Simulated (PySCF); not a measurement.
# From a log to its input

A PySCF 2.14 run on the atoms Si 0 0 0; Sb 0 0 2.356 (angstrom) printed this (some set-up lines and the per-cycle HOMO/LUMO lines with their warnings removed):

```
PySCF version 2.14.0


nuclear repulsion = 72.3238802700509
point group symmetry = Coov
symmetry origin: [0.        0.        3.4932605]
symmetry axis x: [1. 0. 0.]
symmetry axis y: [0. 1. 0.]
symmetry axis z: [0. 0. 1.]
num. orbitals of irrep A1 = 18
num. orbitals of irrep E1x = 10
num. orbitals of irrep E1y = 10
num. orbitals of irrep E2x = 3
num. orbitals of irrep E2y = 3
number of shells = 18
number of NR pGTOs = 97
number of NR cGTOs = 44
basis = def2-svp
ecp = {'Sb': 'def2-svp'}

******** <class 'pyscf.dft.uks_symm.SymAdaptedUKS'> ********
method = SymAdaptedUKS
initial guess = minao
damping factor = 0
level_shift factor = 0
DIIS = <class 'pyscf.scf.diis.CDIIS'>
SCF conv_tol = 1e-09
SCF max_cycles = 50
number electrons alpha = 19  beta = 18
XC functionals = camb3lyp

grids dens level: 3
Freeze 0 electrons in irreps []
    37 free electrons in irreps A1 E1x E1y E2x E2y
tot grids = 41144
init E= -504.321927919623

cycle= 1 E= -527.394264247298  delta_E= -23.1  |g|= 1.79  |ddm|= 6.95
cycle= 2 E= -523.300960345781  delta_E= 4.09  |g|= 2.71  |ddm|= 7.54
cycle= 3 E= -529.382676264922  delta_E= -6.08  |g|= 0.368  |ddm|= 6.49
cycle= 4 E= -529.084822989885  delta_E= 0.298  |g|= 0.687  |ddm|= 1.53
cycle= 5 E= -529.528545006516  delta_E= -0.444  |g|= 0.163  |ddm|= 0.731
cycle= 6 E= -529.555930561672  delta_E= -0.0274  |g|= 0.0155  |ddm|= 0.215
cycle= 7 E= -529.556317158173  delta_E= -0.000387  |g|= 0.00678  |ddm|= 0.0425
cycle= 8 E= -529.55638132022  delta_E= -6.42e-05  |g|= 0.00271  |ddm|= 0.0152
cycle= 9 E= -529.55639574976  delta_E= -1.44e-05  |g|= 0.000646  |ddm|= 0.00938
cycle= 10 E= -529.556396858813  delta_E= -1.11e-06  |g|= 0.000305  |ddm|= 0.00267
cycle= 11 E= -529.556397050841  delta_E= -1.92e-07  |g|= 4.99e-05  |ddm|= 0.00114
cycle= 12 E= -529.55639706497  delta_E= -1.41e-08  |g|= 3.41e-05  |ddm|= 0.000295
cycle= 13 E= -529.556397074795  delta_E= -9.83e-09  |g|= 2.76e-05  |ddm|= 0.000199
cycle= 14 E= -529.556397088023  delta_E= -1.32e-08  |g|= 2.62e-05  |ddm|= 0.000275
cycle= 15 E= -529.556397121761  delta_E= -3.37e-08  |g|= 2.27e-05  |ddm|= 0.000771
cycle= 16 E= -529.556397207736  delta_E= -8.6e-08  |g|= 8.66e-06  |ddm|= 0.00315
cycle= 17 E= -529.556397219883  delta_E= -1.21e-08  |g|= 1.17e-06  |ddm|= 0.00166
cycle= 18 E= -529.556397219897  delta_E= -1.36e-11  |g|= 4.5e-07  |ddm|= 5.66e-05
Extra cycle  E= -529.556397219897  delta_E= 1.14e-13  |g|= 4.29e-07  |ddm|= 7.22e-07
converged SCF energy = -529.556397219897  <S^2> = 0.76896506  2S+1 = 2.018876
 ** Mulliken pop       alpha | beta **
pop of  0 Si 1s        0.99980 | 0.99979
pop of  0 Si 2s        0.99385 | 0.99366
pop of  0 Si 3s        0.69233 | 0.67038
pop of  0 Si 4s        0.22604 | 0.22551
pop of  0 Si 2px       0.98685 | 0.98636
pop of  0 Si 2py       0.98685 | 0.98636
pop of  0 Si 2pz       0.98882 | 0.98392
pop of  0 Si 3px       0.16320 | 0.13495
pop of  0 Si 3py       0.16320 | 0.13495
pop of  0 Si 3pz       0.28816 | 0.03907
pop of  0 Si 4px       0.26025 | 0.21664
pop of  0 Si 4py       0.26025 | 0.21664
[32 lines left out]
In total            19.00000 | 18.00000
 ** Mulliken atomic charges   ( Nelec_alpha | Nelec_beta ) **
charge of  0Si =      0.07090  (     7.29759      6.63151 )
charge of  1Sb =     -0.07090  (    11.70241     11.36849 )
Dipole moment(X, Y, Z, Debye):  0.00000,  0.00000, -0.37619
orbital energies (hartree): [array([-0.3151, -0.267 , -0.267 , -0.051 , -0.051 ,  0.067 ]), array([-0.4411, -0.2629, -0.2629, -0.1329, -0.041 , -0.041 ])]
```

Problem. Write the input that gave this log.

Solution. The input was:

```python
from pyscf import gto, dft

mol = gto.M(
    atom='Si 0 0 0; Sb 0 0 2.356',
    basis='def2-svp',
    ecp={'Sb': 'def2-svp'},
    charge=0,
    spin=1,
    symmetry=True,
    verbose=4,
)
mf = dft.UKS(mol, xc='camb3lyp')
mf.kernel()
mf.mulliken_pop()
mf.dip_moment()
print('orbital energies (hartree):', [e[max(0, n-3):n+3].round(4) for e, n in zip(mf.mo_energy, mol.nelec)])
```

The bond length is a typed value, not an optimised one. No search for the lowest solution was made.
